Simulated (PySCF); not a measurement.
C5H7F, SMILES C#CC(C)(C)F. Atoms are numbered in the order given.

```xyz
13

C      2.3773    -0.0817     0.0000
C      1.1659    -0.0186     0.0000
C     -0.3064     0.0229     0.0000
C     -0.8734    -0.6044    -1.2739
C     -0.8734    -0.6044     1.2739
F     -0.7000     1.3744     0.0000
H      3.4499    -0.1266     0.0000
H     -0.4806    -0.0782    -2.1549
H     -0.5947    -1.6662    -1.3395
H     -1.9700    -0.5182    -1.2631
H     -1.9700    -0.5182     1.2631
H     -0.5947    -1.6662     1.3395
H     -0.4806    -0.0782     2.1549
```

Geometry optimised at TPSSh-D3(BJ)/def2-SVP.

Method: PySCF with B3LYP/def2-TZVP.

Symmetry labels are those of the subgroup Cs that the program uses (full group Cs).

Question: List the valence orbital energies around the gap with their symmetry. (Estimate from the structure and the level; the computed values follow.)

Answer: 
```json
[
 {"orbital": "HOMO−7", "symmetry": "A'", "energy (eV)": "-11.44"},
 {"orbital": "HOMO−6", "symmetry": "A\"", "energy (eV)": "-11.24"},
 {"orbital": "HOMO−5", "symmetry": "A'", "energy (eV)": "-11.09"},
 {"orbital": "HOMO−4", "symmetry": "A\"", "energy (eV)": "-10.51"},
 {"orbital": "HOMO−3", "symmetry": "A'", "energy (eV)": "-9.85"},
 {"orbital": "HOMO−2", "symmetry": "A\"", "energy (eV)": "-9.55"},
 {"orbital": "HOMO−1", "symmetry": "A'", "energy (eV)": "-8.03"},
 {"orbital": "HOMO", "symmetry": "A\"", "energy (eV)": "-7.79"},
 {"orbital": "LUMO", "symmetry": "A'", "energy (eV)": "0.11"},
 {"orbital": "LUMO+1", "symmetry": "A\"", "energy (eV)": "0.64"},
 {"orbital": "LUMO+2", "symmetry": "A'", "energy (eV)": "0.87"},
 {"orbital": "LUMO+3", "symmetry": "A'", "energy (eV)": "1.76"}
]
```
